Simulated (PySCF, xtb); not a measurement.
Si(Cl)3(SiH3) (Cl3H3Si2), SMILES [SiH3][Si](Cl)(Cl)Cl.

GFN2-xTB run with xtb at its own geometry gives an orbital gap of 4.63 eV and a dipole moment of 1.88 D.

Coordinates come from a B3LYP-D3(BJ)/def2-SVP optimisation.

Q: What does PBE/def2-TZVP (PySCF) give? (Estimate from the structure and the level; the computed values follow.)

A: gap 5.88 eV (levels -7.42 and -1.54 eV), dipole 1.52 D.
